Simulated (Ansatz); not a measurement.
C₂H₈AlNSi (`N=[CH][AlH][CH2][SiH3]`), relaxed with RKS PBE0-D4/def2-TZVP in Ansatz from a PBE-D4/def2-SVP geometry. The force threshold is 0.005 eV/Å; the program also tests the step.

The species carries charge 0 and has multiplicity 1.

Start:

```xyz
13

N    -0.583   -0.107   -3.395
C    -0.487   -0.560   -2.188
Al    0.684    0.271   -0.800
C     0.829   -0.380    1.046
Si   -0.556    0.241    2.174
H     0.031    0.728   -3.513
H    -1.119   -1.462   -1.983
H     1.491    1.551   -1.335
H     0.786   -1.493    1.055
H     1.801   -0.071    1.488
H    -1.893   -0.227    1.660
H    -0.579    1.749    2.197
H    -0.406   -0.241    3.594
```

(1) How much energy does the relaxation release, and in how many steps? (An estimate is asked.)

(2) Which bonds change most? (Best estimate.)

(3) Give the relaxed structure. (Estimate.)

Results:

(1) The calculation gave: 1.24 kcal/mol, in 10 steps, 2 of them rejected.

(2) Computed: C4–Si5 from 1.891 to 1.868 Å; C2–H7 from 1.119 to 1.099 Å; Si5–H13 from 1.507 to 1.488 Å; C2–Al3 from 1.997 to 1.978 Å.

(3) Computed: 
```xyz
13

N    -0.558   -0.099   -3.347
C    -0.491   -0.567   -2.161
Al    0.671    0.266   -0.793
C     0.818   -0.375    1.038
Si   -0.547    0.238    2.155
H     0.049    0.720   -3.456
H    -1.125   -1.448   -1.988
H     1.460    1.534   -1.337
H     0.785   -1.471    1.046
H     1.778   -0.063    1.465
H    -1.869   -0.222    1.644
H    -0.567    1.727    2.176
H    -0.401   -0.240    3.557
```
